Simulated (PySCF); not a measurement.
**Ionisation energy of Ge by level of theory**

Ge [Ar] 3d10 4s2 4p2 [4p1/2^2, M_J = 0] → Ge+ [Ar] 3d10 4s2 4p1 [4p1/2^1, M_J = 1/2], as a difference of total energies. Calculation: PySCF 2.14, in x2c-TZVPall-2c (6s7p4d1f, 54 functions); the two-component X2C-1e Hamiltonian. Correlated levels: [Ne] frozen. "Screened" scales the spin-orbit matrix elements by Boettger's factors to mimic the two-electron term; Breit and QED terms are absent.

```tsv
method	ionisation energy (eV)
GHF (spin-free)	7.318
GMP2 (spin-free)	7.858
GHF (screened spin-orbit)	7.246
GMP2 (screened spin-orbit)	7.782
```

Q: How much does correlation contribute at GMP2 (screened spin-orbit)?

A: 7.782 − (7.246) = 0.536 eV, measured against GHF (screened spin-orbit).

The spin-free rows relax to the high-spin LS determinant and lack the spin-orbit shift.

Errors of the correlated levels include the incompleteness of this basis and the frozen core.

The labels give the starting determinants; with spin-orbit coupling the two ends relaxed to ⟨J²⟩ = 1.72, ⟨L²⟩ = 2.01, ⟨S²⟩ = 1.99 and ⟨J²⟩ = 0.85, ⟨L²⟩ = 2.04, ⟨S²⟩ = 0.77.

The determinant of Ge mixes levels of different J (the jj label is only the starting occupation), so the difference between spin-free and spin-orbit rows is not the physical spin-orbit shift.

For comparison: 7.899 eV (measured; NIST Atomic Spectra Database, ionization energies).
